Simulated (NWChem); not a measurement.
System: CH5F2NSi; SMILES N[SiH2]C(F)F

NWChem input:

```
start job
memory heap 200 mb stack 900 mb global 1100 mb
geometry units angstroms noautoz
  N     -0.636275     1.985112     0.198579
  Si     0.578115     0.818766    -0.181053
  C     -0.075466    -0.885298     0.407799
  F     -1.244656    -1.153714    -0.246553
  F      0.813066    -1.866632     0.098752
  H     -0.380724     2.951776     0.362285
  H     -1.552427     1.919505    -0.231698
  H      0.920258     0.636283    -1.627624
  H      1.810344     1.173205     0.580813
  H     -0.284634    -0.945273     1.492671
end
basis spherical
  * library def2-svp
end
dft
  xc r2scan
  iterations 150
  mulliken
end
task dft energy
```

Parts of the log:

```
             Northwest Computational Chemistry Package (NWChem) 7.3.0
             --------------------------------------------------------

 C1  symmetry detected

                             Geometry "geometry" -> ""
                             -------------------------

 Output coordinates in angstroms (scale by  1.889725989 to convert to a.u.)

  No.       Tag          Charge          X              Y              Z
 ---- ---------------- ---------- -------------- -------------- --------------
    1 N                    7.0000    -0.52088541     2.04074712     0.22821322
    2 Si                  14.0000     0.61954679     0.81777514    -0.19954893
    3 C                    6.0000    -0.10511781    -0.85730967     0.38926429
    4 F                    9.0000    -1.30495047    -1.05642100    -0.23362031
    5 F                    9.0000     0.72172054    -1.87949987     0.04360387
    6 H                    1.0000    -0.21058977     2.99070708     0.39506031
    7 H                    1.0000    -1.45112948     2.02820423    -0.17584830
    8 H                    1.0000     0.91022805     0.63594254    -1.65741410
    9 H                    1.0000     1.88987332     1.09816405     0.52990817
   10 H                    1.0000    -0.28606301    -0.91995395     1.47904869

 Effective nuclear repulsion energy (a.u.)     244.1979560418

                                 NWChem DFT Module
                                 -----------------

 Summary of "ao basis" -> "ao basis" (spherical)
 ------------------------------------------------------------------------------
       Tag                 Description            Shells   Functions and Types
 ---------------- ------------------------------  ------  ---------------------
 N                          def2-svp                 6       14   3s2p1d
 Si                         def2-svp                 8       18   4s3p1d
 C                          def2-svp                 6       14   3s2p1d
 F                          def2-svp                 6       14   3s2p1d
 H                          def2-svp                 3        5   2s1p

            General Information
            -------------------
          SCF calculation type: DFT
          Wavefunction type:  closed shell.
          No. of atoms     :    10
          No. of electrons :    50
           Alpha electrons :    25
            Beta electrons :    25
          Charge           :     0
          Spin multiplicity:     1
          Use of symmetry is: off; symmetry adaption is: off
          Maximum number of iterations: 150
          AO basis - number of functions:    99
                     number of shells:    47
          Convergence on energy requested:  1.00D-06
          Convergence on density requested:  1.00D-05
          Convergence on gradient requested:  5.00D-04

              XC Information
              --------------
                      r^2SCAN Method XC Functional
               r^2SCAN metaGGA Exchange Functional  1.000
                     r^2SCAN Correlation Potential  1.000

             Grid Information
             ----------------
          Grid used for XC integration:  medium
          Radial quadrature: Mura-Knowles
          Angular quadrature: Lebedev.
          Tag              B.-S. Rad. Rad. Pts. Rad. Cut. Ang. Pts.
          ---              ---------- --------- --------- ---------
          N                   0.65       49           9.0       434
          Si                  1.10       88           8.0       590
          C                   0.70       49          10.0       434
          F                   0.50       49          12.0       434
          H                   0.35       45          11.0       434
          Grid pruning is: on
          Number of quadrature shells:   509
          Spatial weights used:  Erf1

      Superposition of Atomic Density Guess
      -------------------------------------

 Sum of atomic energies:        -581.68895423

      Non-variational initial energy
      ------------------------------

 Total energy =    -583.457275
 1-e energy   =   -1291.310971
 2-e energy   =     463.655741
 HOMO         =      -0.293555
 LUMO         =       0.053450

     ---------------------------------------------
      Total Density - Mulliken Population Analysis
     ---------------------------------------------

    Atom       Charge   Shell Charges
 -----------   ------   -------------------------------------------------------
    1 N    7     7.77   1.99  1.03  0.45  2.60  1.70  0.01
    2 Si  14    13.34   2.00  1.99  0.99  0.22  5.94  1.10  0.89  0.21
    3 C    6     5.35   1.99  0.90  0.28  1.48  0.61  0.09
    4 F    9     9.44   1.99  1.14  0.78  3.46  2.07  0.00
    5 F    9     9.43   1.99  1.14  0.77  3.45  2.06  0.00
    6 H    1     0.75   0.59  0.12  0.05
    7 H    1     0.75   0.59  0.12  0.04
    8 H    1     1.11   0.71  0.39  0.01
    9 H    1     1.08   0.70  0.37  0.01
   10 H    1     0.98   0.72  0.24  0.02

   convergence    iter        energy       DeltaE   RMS-Dens  Diis-err
 ---------------- ----- ----------------- --------- --------- ---------
 d= 0,ls=0.0,diis     1   -584.4575999783 -8.29D+02  1.44D-02  9.90D-01
 d= 0,ls=0.0,diis     2   -584.3313526301  1.26D-01  8.64D-03  2.44D+00
 d= 0,ls=0.0,diis     3   -584.5648949425 -2.34D-01  1.01D-03  2.31D-02
 d= 0,ls=0.0,diis     4   -584.5665288908 -1.63D-03  4.64D-04  3.56D-03
 d= 0,ls=0.0,diis     5   -584.5668199441 -2.91D-04  1.32D-04  3.46D-04
  Resetting Diis
 d= 0,ls=0.0,diis     6   -584.5668536943 -3.38D-05  3.72D-05  2.92D-05
 d= 0,ls=0.0,diis     7   -584.5668563480 -2.65D-06  1.58D-05  9.41D-07
 d= 0,ls=0.0,diis     8   -584.5668562760  7.20D-08  8.63D-06  1.83D-06

         Total DFT energy =     -584.566856276029
      One electron energy =    -1294.525475789844
           Coulomb energy =      521.687159290702
    Exchange-Corr. energy =      -55.926495818666
 Nuclear repulsion energy =      244.197956041778

[...]
```

Level: r2SCAN/def2-SVP. All runs use the structure optimised with PBE0/def2-SVP.
